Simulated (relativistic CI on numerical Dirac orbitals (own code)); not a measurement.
Ni: sensitivity of the levels to the model

Base calculation: Dirac-Coulomb-Breit CI, separate exchange-only KLI orbitals for each configuration, a model potential for QED, valence Slater integrals scaled by 0.85, P86 correlation energy added to each configuration.

CI space (outside the closed core [Ar]): 3d8 4s2, 3d9 4s, 3d10, 3d8 4s 4p, 3d9 4p, 3d8 4p2, 3d9 4d, 3d8 4s 4d, 3d9 5s, 3d9 5p, 3d8 4s 5s, 3d8 4s 6s, 3d8 4s 5p, 3d8 4s 6p, 3d8 4s 4f, 3d8 4s 5d, 3d8 4s 7s, 3d8 4s 7p, 3d8 4s 5g, 3d8 4s 5f, 3d8 4s 6d, 3d8 4s 7d, 3d8 4d2, 3d7 4s2 4p. Levels of other configurations are missing.

The lowest level and the first level of each name with at least 55 % of one term (blank where a level has no safe partner in the second run):

| Level | Base (cm⁻¹) | Shift (cm⁻¹) |
| --- | --- | --- |
| 3d8 4s2 3F_4 | 0.0 | 0.0 |
| 3d8 4s2 3F_3 | 1294.6 | +0.2 |
| 3d8 4s2 3F_2 | 2164.8 | +0.6 |
| 3d9 4s 3D_3 | 11455.8 | +2568.9 |
| 3d9 4s 3D_2 | 12098.9 | +2688.8 |
| 3d9 4s 3D_1 | 12888.3 | +2566.0 |
| 3d8 4s2 1D_2 | 13375.9 | +272.7 |
| 3d9 4s 1D_2 | 15906.6 | +2374.6 |
| 3d8 4s2 3P_2 | 17170.5 | -217.1 |
| 3d8 4s2 3P_1 | 17452.7 | -3.3 |
| 3d8 4s2 3P_0 | 17698.0 | -2.9 |
| 3d8 4s 4p 5D°_4 | 21647.7 | -1300.1 |
| 3d8 4s2 1G_4 | 21757.3 | +2.8 |
| 3d8 4s 4p 5D°_3 | 22528.2 | -1300.2 |
| 3d8 4s 4p 5G°_6 | 22682.8 | -1285.1 |
| 3d8 4s 4p 5G°_5 | 23017.4 | -1284.3 |
| 3d8 4s 4p 5D°_2 | 23250.0 | -1301.0 |
| 3d8 4s 4p 5G°_4 | 23534.9 | -1284.0 |
| 3d8 4s 4p 5F°_5 | 23751.4 | -1286.6 |
| 3d8 4s 4p 5D°_1 | 23761.5 | -1301.9 |
| 3d8 4s 4p 5D°_0 | 24024.8 | -1302.5 |
| 3d8 4s 4p 5G°_3 | 24033.3 | -1283.9 |

For a near-neutral ion this model can misplace configurations by up to about 10,000 cm⁻¹ (more where the count of f electrons changes) and terms by 10 to 25 % of their spread. Rates follow the energies as ν³ (E1, M1) or ν⁵ (E2), so they and the lifetimes can be off by large factors. The fine structure of a lone outer electron comes out too small, for d and f at times inverted, and misplaced configurations move strength between like terms.

One thing was changed in a second run, which moved the levels as shown. Which?
A. QED terms removed
B. Breit term removed
C. configuration mixing switched off
D. Slater integrals left unscaled
E. no correlation estimate

E. No correlation estimate. A correlation estimate moves all levels of a configuration together before mixing; mixed levels move by a weighted share.

LS names give the leading component of a level, which can be under half, so a name can repeat, a term be missing and a line seem to break the LS rules.
